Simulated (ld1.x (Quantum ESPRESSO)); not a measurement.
**Which change was made? (Ni, TM)**

```json
{
 "Element": "Ni (Z = 28)",
 "Generator": "ld1.x (Quantum ESPRESSO) 7.5",
 "Type": "norm-conserving Troullier–Martins (Kleinman–Bylander form)",
 "Functional": "LDA (PZ)",
 "Relativity": "non-relativistic",
 "Frozen core": "[Ne]",
 "Valence charge": "18",
 "Reference configuration": "3s2 3p6 3d8 4s1.75 4p0.25",
 "Partial waves": "3s (bound): rc 1.05 bohr; 3d (bound): rc 1.25 bohr; 3p (bound): rc 1.30 bohr",
 "Local potential": "the p channel",
 "Core correction": "none"
}
```

Occupied shells without a wave of their own: 4p, 4s. They enter only through the test configuration that unscreens the potential.

Cutoffs, loose and tight: the cutoffs (Ry, on a coarse ladder) from which the occupation-weighted sum of valence levels, in a spherical-Bessel basis at the reference potential, stays within 10 and 1 mRy of its value at 400 Ry. They do not see the model core or the augmentation charge, which bear on the density cutoff. Test errors are all-electron minus pseudo excitation energies from the reference, over the configurations 3s2 3p6 3d8 4s2 4p0; 3s2 3p6 3d8 4s1 4p0; 3s2 3p6 3d8 4s0 4p0; 3s2 3p6 3d8 4s0 4p1; 3s2 3p6 3d7 4s2 4p0; 3s2 3p6 3d9 4s1 4p0; 3s2 3p6 3d9 4s0 4p0 (two spin-polarised tests are not counted in the largest error); variants that change the core or the reference have their own tests. The largest error is taken over the tests solved by every variant that gives reliable tests at all, those not shown here included: 3s2 3p6 3d7 4s2 4p0; 3s2 3p6 3d8 4s0 4p0; 3s2 3p6 3d8 4s0 4p1; 3s2 3p6 3d8 4s1 4p0; 3s2 3p6 3d8 4s2 4p0; 3s2 3p6 3d9 4s0 4p0.

The base gives: outcome: generated, misses its reference levels by 0.23 eV; cutoff, loose: 160 Ry; cutoff, tight: 300 Ry; bound ghosts: none; largest test error (meV): -685.

On the changes marked as counting shells twice: ld1.x takes every shell without a wave as core, so the model core holds the marked electrons as well and exchange and correlation see them twice. This cancels in the reference configuration, but the file is broken for other ones, and its errors say nothing about a proper core correction.

After one change the result is: outcome: generated, misses its reference levels by 0.75 eV; cutoff, loose: 160 Ry; cutoff, tight: 300 Ry; bound ghosts: none; largest test error (meV): +2348. Which change was it?
A. wave 3p (bound): rc 1.30 bohr becomes 3p (bound): rc 1.96 bohr
B. wave 3s (bound): rc 1.05 bohr becomes 3s (bound): rc 1.30 bohr
C. core correction a·sin(br)/r model core inside 0.82 bohr (4p, 4s counted twice)

A. The others give: core correction a·sin(br)/r model core inside 0.82 bohr (4p, 4s counted twice) → outcome: generated, misses its reference levels by 0.23 eV; cutoff, loose: 160 Ry; cutoff, tight: 300 Ry; bound ghosts: none; largest test error (meV): -1379 | wave 3s (bound): rc 1.05 bohr becomes 3s (bound): rc 1.30 bohr → outcome: generated, misses its reference levels by 0.55 eV; cutoff, loose: 160 Ry; cutoff, tight: 260 Ry; bound ghosts: none; largest test error (meV): -1595.
